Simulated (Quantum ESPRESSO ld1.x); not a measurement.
Task: Species: Tc14+. Configuration: [Ar] 3d10 4s1 (the NIST ground configuration). All-electron calculation, Dirac Kohn-Sham, revPBE, spin-unpolarised, spherical densities, point nucleus. Program: ld1.x of Quantum ESPRESSO 7.5. Some entries of the table are withheld. Estimate them.

| orbital | occ. | eigenvalue (eV) | r(max) (bohr) | <1/r> (bohr^-1) |
|---|---|---|---|---|
| 1s1/2 | 2 | (1) | 0.02228 | (2) |
| 2s1/2 | 2 | -3285.74 | 0.1262 | 10.21 |
| 2p1/2 | 2 | (3) | (4) | 10.19 |
| 2p3/2 | 4 | (5) | (6) | 9.677 |
| 3s1/2 | 2 | -816.261 | (7) | 3.542 |
| 3p1/2 | 2 | -727.370 | 0.3575 | 3.447 |
| 3p3/2 | 4 | -707.095 | 0.3667 | 3.325 |
| 3d3/2 | 4 | -550.426 | 0.3067 | 3.156 |
| 3d5/2 | 6 | -546.458 | 0.3093 | 3.125 |
| 4s1/2 | 1 | -327.674 | 0.8764 | 1.526 |

Result: 
(1) 1s1/2 eigenvalue (eV): -21177.6
(2) 1s1/2 <1/r> (bohr^-1): 44.72
(3) 2p1/2 eigenvalue (eV): -3054.97
(4) 2p1/2 r(max) (bohr): 0.09808
(5) 2p3/2 eigenvalue (eV): -2936.45
(6) 2p3/2 r(max) (bohr): 0.1020
(7) 3s1/2 r(max) (bohr): 0.3708
